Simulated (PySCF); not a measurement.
Isomers of C10H16, one GFN2-xTB conformer each. Single-point energies are computed at PBE0/pcSseg-1 (PySCF, gas phase, no added dispersion term), electronic only.

```tsv
SMILES	GFN2-xTB relative energy (kcal/mol)
C1C[C@@H]2C[C@H](C1)[C@H]2C1CC1	0.0
CC/C1=C/CC/C=C\CC1	14.2
C=CC/C(=C/CC)C(=C)C	37.4
C=C1CCC[C@@H]1C1CCC1	0.4
```

Conformers: `[CH2:1]1[CH2:2][C@@H:3]2[CH2:4][C@H:5]([CH2:6]1)[C@H:7]2[CH:8]1[CH2:9][CH2:10]1` with C5–C7–C8–C9 -96°; `[CH3:1][CH2:2]/[C:3]1=[CH:4]/[CH2:5][CH2:6]/[CH:7]=[CH:8]\[CH2:9][CH2:10]1` with C1–C2–C3–C4 -109°, C3–C4–C5–C6 -74°, C4–C5–C6–C7 103°, C5–C6–C7–C8 -73°, C7–C8–C9–C10 74°; `[CH2:1]=[CH:2][CH2:3]/[C:4](=[CH:5]/[CH2:6][CH3:7])[C:8](=[CH2:9])[CH3:10]` with C1–C2–C3–C4 126°, C2–C3–C4–C5 89°, C4–C5–C6–C7 -115°, C3–C4–C8–C9 -107°; `[CH2:1]=[C:2]1[CH2:3][CH2:4][CH2:5][C@@H:6]1[CH:7]1[CH2:8][CH2:9][CH2:10]1` with C5–C6–C7–C8 67°, C1–C2–C3–C4 -174°, C2–C3–C4–C5 -27°, C3–C4–C5–C6 37°, C4–C5–C6–C7 86°.

Problem. What does PBE0/pcSseg-1 give for the same structures?

Solution. 
| SMILES | PBE0/pcSseg-1 E (Eh) | PBE0/pcSseg-1 (kcal/mol) | GFN2-xTB (kcal/mol) | point group |
| --- | --- | --- | --- | --- |
| C=C1CCC[C@@H]1C1CCC1 | -390.12709 | 0.0 | 0.4 | C1 |
| CC/C1=C/CC/C=C\CC1 | -390.12429 | 1.8 | 14.2 | C1 |
| C1C[C@@H]2C[C@H](C1)[C@H]2C1CC1 | -390.12108 | 3.8 | 0.0 | Cs |
| C=CC/C(=C/CC)C(=C)C | -390.10028 | 16.8 | 37.4 | C1 |

GFN2-xTB puts C1C[C@@H]2C[C@H](C1)[C@H]2C1CC1 lowest instead; measured from each level's own lowest isomer, the values differ by up to 20.6 kcal/mol (C=CC/C(=C/CC)C(=C)C: 37.4 against 16.8). As drawn, the lowest has a four-membered ring, which the highest lacks. Neighbours under 2.5 kcal/mol apart (C=C1CCC[C@@H]1C1CCC1 and CC/C1=C/CC/C=C\CC1; CC/C1=C/CC/C=C\CC1 and C1C[C@@H]2C[C@H](C1)[C@H]2C1CC1) can change places with a better method, another conformer or zero-point energy.

Problem. Which frontier levels, dipoles and rotational constants go with these structures?

Solution. 
```json
{"SMILES": "C=C1CCC[C@@H]1C1CCC1", "HOMO (eV, PBE0/pcSseg-1)": "-6.85", "LUMO (eV)": "0.37", "dipole (D)": "0.53", "A, B, C (MHz)": "2296, 992.5, 772.5"}
{"SMILES": "CC/C1=C/CC/C=C\\CC1", "HOMO (eV, PBE0/pcSseg-1)": "-6.52", "LUMO (eV)": "0.36", "dipole (D)": "0.26", "A, B, C (MHz)": "2124, 992.2, 790.0"}
{"SMILES": "C1C[C@@H]2C[C@H](C1)[C@H]2C1CC1", "HOMO (eV, PBE0/pcSseg-1)": "-7.34", "LUMO (eV)": "1.46", "dipole (D)": "0.14", "A, B, C (MHz)": "2800, 900.6, 848.8"}
{"SMILES": "C=CC/C(=C/CC)C(=C)C", "HOMO (eV, PBE0/pcSseg-1)": "-6.85", "LUMO (eV)": "-0.02", "dipole (D)": "0.31", "A, B, C (MHz)": "1937, 805.8, 658.0"}
```

Problem. As an exercise, what shares would exp(−E/RT) give at 1000 K from these electronic energies alone (no entropy, no degeneracies)?

Solution. RT = 1.987 kcal/mol: C=C1CCC[C@@H]1C1CCC1 64.0 %, CC/C1=C/CC/C=C\CC1 26.5 %, C1C[C@@H]2C[C@H](C1)[C@H]2C1CC1 9.6 %, C=CC/C(=C/CC)C(=C)C under 0.1 %.
